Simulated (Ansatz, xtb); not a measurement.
System: sum formula BOF, net charge -1, doublet state. 
Coordinates optimised at B3LYP-D3(BJ)/def2-TZVP (Ansatz, a first-principles code):
```
B
O 1 1.2605
F 1 1.3985 2 131.08
```
Charge -1, spin multiplicity 2.

Harmonic wavenumbers from GFN2-xTB (xtb, at its own minimum), cm⁻¹: 187, 486, 1636.

Task: Give the harmonic wavenumbers at B3LYP-D3(BJ)/def2-TZVP (Ansatz, finite differences of forces, unscaled).

Result: 511, 869, 1630 cm⁻¹. Zero-point energy 4.3 kcal/mol.

Task: From these and the geometry, give the ideal-gas thermochemistry at 298.15 K and 1 atm (rigid rotor, harmonic oscillator).

Result: Point group Cs, rotational symmetry number 1. Rotational constants 204.3, 9.873, 9.418 GHz. S(trans) 37.39, S(rot) 20.36, S(vib) 0.80, S(elec, spin only) 1.38, S 59.9 cal/(mol K). H(298) - H(0) 2.55 kcal/mol; G - E(el) -11.0 kcal/mol.
